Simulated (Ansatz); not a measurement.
Cost and result for the atomization energy of C2H7FSSi (`CS[SiH2]CF`) (12 atoms, 11 bonds).

```tsv
atom	x (Å)	y (Å)	z (Å)
C1	1.970	0.391	-0.455
S2	1.318	0.115	1.221
Si3	-0.747	0.446	0.872
C4	-1.543	-0.908	-0.188
F5	-0.981	-0.923	-1.464
H6	1.721	1.393	-0.806
H7	3.053	0.300	-0.384
H8	1.589	-0.352	-1.152
H9	-0.958	1.752	0.191
H10	-1.407	0.425	2.202
H11	-1.395	-1.896	0.259
H12	-2.621	-0.741	-0.296
```

Charge 0, multiplicity 1. Geometry: relaxed with PBE0-D4/def2-TZVP. It is one conformer, not always the lowest. Program: Ansatz. All runs use 4 threads of an Arm Neoverse V1 on a shared host. Times are those of one run each, without the atoms' runs, and a repeat can differ threefold. Electronic energies, without spin–orbit coupling; frozen cores. CCSD(T)/CBS adds CCSD(T) − MP2 in def2-TZVPP to the MP2 limit, and its time is that of the two runs behind it. T1 = 0.011.

CCSD(T)/CBS is a level of theory with its own doubt, some kJ/mol a heavy atom from the limit and from the frozen cores, so smaller differences don't rank the functionals.

```json
{"level": "LDA (SPW92)/def2-TZVPP", "functions": "275", "wall time": "1.6 s", "atomization (kJ/mol)": "4776.5", "difference from CCSD(T)/CBS": "578.6", "per bond": "52.6"}
{"level": "revPBE-D4/def2-TZVPP", "functions": "275", "wall time": "2.5 s", "atomization (kJ/mol)": "4167.0", "difference from CCSD(T)/CBS": "-30.9", "per bond": "-2.8"}
{"level": "PBE-D4/def2-TZVPP (with forces)", "functions": "275", "wall time": "3 s", "atomization (kJ/mol)": "4257.6", "difference from CCSD(T)/CBS": "59.7", "per bond": "5.4"}
{"level": "PBE0-D4/def2-TZVPP", "functions": "275", "wall time": "3.9 s", "atomization (kJ/mol)": "4198.1", "difference from CCSD(T)/CBS": "0.2", "per bond": "0.0"}
{"level": "BHLYP-D4/def2-TZVPP", "functions": "275", "wall time": "4 s", "atomization (kJ/mol)": "4088.7", "difference from CCSD(T)/CBS": "-109.2", "per bond": "-9.9"}
{"level": "CAM-B3LYP-D4/def2-TZVPP", "functions": "275", "wall time": "4.3 s", "atomization (kJ/mol)": "4206.3", "difference from CCSD(T)/CBS": "8.4", "per bond": "0.8"}
{"level": "CCSD(T)/def2-SVP", "functions": "113", "wall time": "6.5 s", "atomization (kJ/mol)": "3941.5", "difference from CCSD(T)/CBS": "-256.4", "per bond": "-23.3"}
{"level": "PBE-QIDH/def2-TZVPP", "functions": "275", "wall time": "7 s", "atomization (kJ/mol)": "4165.9", "difference from CCSD(T)/CBS": "-32.0", "per bond": "-2.9"}
{"level": "B2PLYP/def2-TZVPP", "functions": "275", "wall time": "7 s", "atomization (kJ/mol)": "4140.2", "difference from CCSD(T)/CBS": "-57.7", "per bond": "-5.3"}
{"level": "ωB97X-V/def2-TZVPP", "functions": "275", "wall time": "9 s", "atomization (kJ/mol)": "4218.9", "difference from CCSD(T)/CBS": "21.0", "per bond": "1.9"}
{"level": "MP2/def2-QZVPP", "functions": "521", "wall time": "30 s", "atomization (kJ/mol)": "4196.5", "difference from CCSD(T)/CBS": "-1.4", "per bond": "-0.1"}
{"level": "CCSD(T)/def2-TZVPP", "functions": "275", "wall time": "3.9 min", "atomization (kJ/mol)": "4086.6", "difference from CCSD(T)/CBS": "-111.3", "per bond": "-10.1"}
{"level": "CCSD(T)/CBS(def2)", "functions": "–", "wall time": "4.4 min", "atomization (kJ/mol)": "4197.9", "difference from CCSD(T)/CBS": "0.0", "per bond": "0.0"}
```

In def2-TZVPP, CCSD(T) changes the Hartree–Fock value by +993.7 kJ/mol (the triples alone add +56.6 kJ/mol) and MP2 by +1038.0 kJ/mol; breaking electron pairs costs correlation energy, which Hartree–Fock lacks. From BLYP to BHLYP (50 % exact exchange), in def2-TZVPP and without D4, the atomization energy moves by −60.8 kJ/mol: exact exchange takes away binding that semilocal exchange gives to molecules. Leaving LDA and LC-ωPBE aside and taking each functional with its dispersion term where it has one, the values spread over 168.9 kJ/mol, from BHLYP-D4 to PBE-D4. LDA lies +545.2 kJ/mol from PBE without D4, its usual overbinding.
